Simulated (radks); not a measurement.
Values are calculated unless marked as measured or tabulated.
Question: Valence configurations of the osmium ion Os+ (all share [Xe]). Level of theory: Dirac Kohn-Sham, PBE, spin-unpolarised, spherical densities, point nucleus; open shells are shared between the two j in proportion to 2j + 1 (a radial shooting solver on a logarithmic mesh with Libxc functionals). Order these by energy: 4f14 5d6 6s1; 4f12 5d6 6s1 6p2; 4f13.5 5d5 6s1 6p1.5; 4f13.5 5d6 6s1 6p0.5; 4f14 5d5 6s1 6p1; 4f14 5d5 6s2; 4f14 5d5 6p2; 4f14 5d6 6p1; 4f14 5d7; 4f13 5d6 6s1 6p1.

Answer: From the lowest, in eV above it: 4f14 5d7 0.000; 4f14 5d6 6s1 0.542; 4f14 5d5 6s2 2.043; 4f14 5d6 6p1 6.619; 4f14 5d5 6s1 6p1 8.536; 4f14 5d5 6p2 15.225; 4f13.5 5d6 6s1 6p0.5 28.525; 4f13.5 5d5 6s1 6p1.5 38.242; 4f13 5d6 6s1 6p1 59.920; 4f12 5d6 6s1 6p2 133.44. NIST lists [Xe] 4f14 5d6 6s1 as the ground configuration; this level of theory puts 4f14 5d7 lower, by 0.542 eV. The energies are those of spherical spin-averaged densities, not of single terms.
